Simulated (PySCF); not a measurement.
CH3Cl2NSi2, SMILES Cl[Si]1(Cl)C=N[SiH2]1. Geometry: PBE-D3(BJ)/def2-SVP. This is a generated structure with no PubChem entry under its InChIKey; it may be hypothetical.

### Question
Give the equilibrium geometry at PBE-D3(BJ)/def2-SVP (PySCF confirms it by a frequency run) as bond lengths and angles, and its point group. (The exact figures need the calculation; the answer reports its results.)

### Answer
point group Cs.
Atoms: Cl1 Si2 Cl3 C4 N5 Si6 H7 H8 H9. Bonded distances (Å): Cl1–Si2 2.088, Si2–Cl3 2.088, Si2–C4 1.932, Si2–Si6 2.361, C4–N5 1.294, C4–H7 1.115, N5–Si6 1.827, Si6–H8 1.503, Si6–H9 1.503. Bond angles (°): Cl1–Si2–Cl3 108.3, Cl1–Si2–C4 115.4, Cl1–Si2–Si6 121.1, Cl3–Si2–C4 115.4, Cl3–Si2–Si6 121.1, C4–Si2–Si6 71.0, Si2–C4–N5 106.5, Si2–C4–H7 132.4, N5–C4–H7 121.0, C4–N5–Si6 106.4, Si2–Si6–N5 76.1, Si2–Si6–H8 121.1, Si2–Si6–H9 121.1, N5–Si6–H8 111.9, N5–Si6–H9 111.9, H8–Si6–H9 109.6.
